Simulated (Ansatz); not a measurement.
Isolated molecules relaxed with PBE0-D4/def2-TZVP in Ansatz; ΔE leaves out vibrations. CCSD(T)/CBS adds triple-zeta CCSD(T) − MP2 to the extrapolated MP2 energy (def2 sets, frozen cores). Functionals use def2-TZVPP. B3LYP here is the variant with VWN-RPA as its local correlation; programs differ in this. One conformer a species, not always the lowest.

Consider the redistribution: `N[Si](N)(N)O` + `C=C[Si](N)(N)F` → `C=C[Si](N)(N)O` + `N[Si](N)(N)F`.

**Question.** Is it downhill or uphill in electronic energy at CCSD(T)/CBS, and by how much? (Best estimate.)

**Answer.** Computed: Uphill: ΔE = +0.06 eV.

**Question.** What do these levels give: r2SCAN-D4, PBE0-D4, B3LYP-D4, PBE0, MP2/def2-TZVPP, MP2/def2-QZVPP? (Estimate.)

**Answer.** Computed: r2SCAN-D4 0.06, PBE0-D4 0.05, B3LYP-D4 0.04, PBE0 0.05, MP2/def2-TZVPP 0.06, MP2/def2-QZVPP 0.06 eV.

Largest T1 diagnostic among the species: 0.011.
